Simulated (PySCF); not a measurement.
**Orbital energies and ionisation energy**

Species: C₇H₁₄AlNS.
Structure used (PBE0-D3(BJ)/def2-SVP), in Å, numbered top down from 1:
```xyz
24
C7H14AlNS angstrom
C     -1.471    0.973   -1.049
N     -1.488   -0.180   -0.139
C     -1.349    0.247    1.260
C     -2.735   -0.938   -0.310
Al     0.048   -1.472   -0.626
C      1.723   -0.420   -0.404
C      2.031    0.871   -0.010
C      3.420    1.186   -0.013
C      4.190    0.126   -0.413
S      3.207   -1.232   -0.777
H     -0.522    1.513   -0.950
H     -2.308    1.658   -0.826
H     -1.558    0.617   -2.084
H     -2.180    0.913    1.550
H     -1.348   -0.639    1.909
H     -0.395    0.772    1.396
H     -3.609   -0.309   -0.064
H     -2.721   -1.818    0.347
H     -2.814   -1.280   -1.351
H     -0.214   -2.610    0.477
H     -0.361   -1.806   -2.143
H      1.280    1.609    0.286
H      3.831    2.157    0.269
H      5.274    0.077   -0.511
```

Level: B3LYP/def2-SVPD (PySCF). Frontier orbitals with their largest atomic shares (Löwdin; up to four atoms above 4 %):

```tsv
orbital	ε (eV)	main atoms
HOMO−3	-7.66	C6 29 %, Al5 26 %, H20 12 %, H21 12 %
HOMO−2	-7.38	Al5 32 %, H21 24 %, H20 24 %, C6 5 %
HOMO−1	-6.57	S10 42 %, C7 20 %, C8 17 %, C9 8 %
HOMO	-6.11	?
LUMO	-0.33	C6 23 %, S10 22 %, C9 20 %, C7 13 %
LUMO+1	-0.13	Al5 14 %, C3 10 %, C1 10 %, C4 9 %
LUMO+2	0.46	Al5 31 %, S10 22 %, H21 6 %, H20 6 %
```

**Question.** What vertical ionisation energy does ΔSCF give, and how far is −ε(HOMO) from it?

**Answer.** ΔSCF: 7.95 eV (767 kJ/mol; threshold wavelength 156 nm); ⟨S²⟩ of the doublet left behind is 0.761, against 0.75 for a pure doublet. −ε(HOMO) is 6.11 eV, 1.84 eV below it. For the exact functional −ε(HOMO) would equal the first vertical ionisation energy; B3LYP (global hybrid, 20 % exact exchange) falls short of its own ΔSCF value by 23 %. Holes in the HOMO−1 and HOMO−2 were tried too where these lie within 1.2 eV of the HOMO; the lowest converged state counts.

**Question.** On which atoms does the HOMO lie?

**Answer.** C6 (substituted aromatic carbon) 26 %, C9 (aromatic CH next to a ring sulfur) 25 %, C7 (aromatic CH carbon) 14 %, C8 (aromatic CH carbon) 14 %, so no atom holds as much as 40 %. The HOMO−1 lies 0.46 eV lower.

**Question.** What total energies stand behind the ΔSCF value?

**Answer.** E(N) = -970.16803 Eh and E(N − 1) = -969.87578 Eh at the same geometry, 0.29225 Eh apart.

**Question.** Shift the occupied levels rigidly so that −ε(HOMO) equals the ΔSCF value. What binding energies result?

**Answer.** The shift is +1.84 eV: HOMO 7.95, HOMO−1 8.41, HOMO−2 9.22, HOMO−3 9.50 eV. A rigid shift is only a rough guide to the deeper ionisations.

**Question.** With α = 139.5 au, estimate the like-pair dispersion coefficient by London's formula C6 = (3/4)α²I.

**Answer.** I = 0.2923 Eh, so C6 ≈ 4270 au, a rough estimate.

Isolated species at its PBE0-D3(BJ)/def2-SVP geometry (one conformer only).
